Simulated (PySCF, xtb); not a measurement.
Ge(OH)4 (GeH₄O₄), SMILES [Ge]([OH])([OH])([OH])[OH].

GFN2-xTB (xtb) at its own geometry gives an orbital gap of 8.27 eV and a dipole moment of 0.03 D.

The structure is a stationary point at PBE0-D3(BJ)/def2-SVP. The isomer is the one that the SMILES or the coordinates give; other isomers of the formula were not compared. One conformer was computed; it need not be the lowest.

Problem. What does B3LYP/def2-TZVP (PySCF) give? (The exact figures need the calculation; the answer reports its results.)

Solution. gap 8.24 eV (levels -8.93 and -0.69 eV), dipole 0.00 D.
